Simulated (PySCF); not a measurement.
## Spin-rotation constants: `[BH3-][P+](C)(C)C(F)=C(F)F`, C₄H₉BF₃P

Molfile (atoms numbered from 1):
```
C4H9BF3P
     RDKit          3D

 18 17  0  0  0  0  0  0  0  0999 V2000
   -0.8928    1.9148    0.2626 B   0  0  0  0  0  0  0  0  0  0  0  0
   -0.3408    0.1119   -0.0851 P   0  0  0  0  0  0  0  0  0  0  0  0
   -0.6288   -1.1414    1.2227 C   0  0  0  0  0  0  0  0  0  0  0  0
   -1.0217   -0.6967   -1.5787 C   0  0  0  0  0  0  0  0  0  0  0  0
    1.4495   -0.0982   -0.4312 C   0  0  0  0  0  0  0  0  0  0  0  0
    1.7934   -0.2227   -1.7263 F   0  0  0  0  0  0  0  0  0  0  0  0
    2.4037    0.0401    0.4810 C   0  0  0  0  0  0  0  0  0  0  0  0
    3.7119    0.0077    0.2866 F   0  0  0  0  0  0  0  0  0  0  0  0
    2.1221    0.1741    1.7704 F   0  0  0  0  0  0  0  0  0  0  0  0
   -2.0696    1.8008    0.4168 H   0  0  0  0  0  0  0  0  0  0  0  0
   -0.3094    2.2441    1.2438 H   0  0  0  0  0  0  0  0  0  0  0  0
   -0.5968    2.5306   -0.7101 H   0  0  0  0  0  0  0  0  0  0  0  0
   -1.7064   -1.2157    1.3622 H   0  0  0  0  0  0  0  0  0  0  0  0
   -0.2265   -2.1158    0.9517 H   0  0  0  0  0  0  0  0  0  0  0  0
   -0.1857   -0.8012    2.1557 H   0  0  0  0  0  0  0  0  0  0  0  0
   -0.7672   -0.0977   -2.4515 H   0  0  0  0  0  0  0  0  0  0  0  0
   -2.1056   -0.7204   -1.4786 H   0  0  0  0  0  0  0  0  0  0  0  0
   -0.6380   -1.7081   -1.7037 H   0  0  0  0  0  0  0  0  0  0  0  0
  1  2  1  0
  2  3  1  0
  2  4  1  0
  2  5  1  0
  5  6  1  0
  5  7  2  3
  7  8  1  0
  7  9  1  0
  1 10  1  0
  1 11  1  0
  1 12  1  0
  3 13  1  0
  3 14  1  0
  3 15  1  0
  4 16  1  0
  4 17  1  0
  4 18  1  0
M  CHG  2   1  -1   2   1
M  END
```

Method used: GIAO PBE/pcSseg-1 magnetisability, rotational g tensor and spin-rotation constants, non-relativistic, gas phase (PySCF). Geometry: GFN2-xTB.

(1) Give the nuclear spin-rotation constants along the inertial axes (H = +C I·J) beside the isotropic shieldings.

Results:

(1) Rotational constants 1.8613, 0.9877, 0.8265 GHz. A star marks the isotopologue with that one atom substituted, in its own axes.
```csv
atom,isotope,Caa (kHz),Cbb (kHz),Ccc (kHz),mean (kHz),σ (ppm)
B1,11B,0.212,0.119,0.098,0.143,144.5
P2,31P,2.977,1.718,1.269,1.988,301.6
F6,19F,0.955,1.231,0.164,0.783,356.9
F8,19F,2.510,1.568,0.946,1.675,233.0
F9,19F,2.077,1.207,1.028,1.437,262.0
H10,1H,0.003,-0.093,-0.078,-0.056,31.0
H11,1H,-0.108,-0.032,-0.074,-0.071,30.7
H12,1H,-0.191,-0.043,-0.027,-0.087,30.6
H13,1H,0.011,-0.100,-0.096,-0.062,30.3
H14,1H,-0.196,-0.088,-0.013,-0.099,30.3
H15,1H,-0.134,-0.014,-0.093,-0.080,29.7
H16,1H,-0.203,-0.033,-0.049,-0.095,29.8
H17,1H,0.037,-0.103,-0.105,-0.057,30.3
H18,1H,-0.184,-0.095,-0.011,-0.097,30.2
C3,13C*,0.288,0.149,0.107,0.181,165.8
C5,13C*,0.722,0.343,0.206,0.424,45.4
C7,13C*,0.718,0.445,0.243,0.469,11.6
```
For the geometry as given, no vibrational averaging.
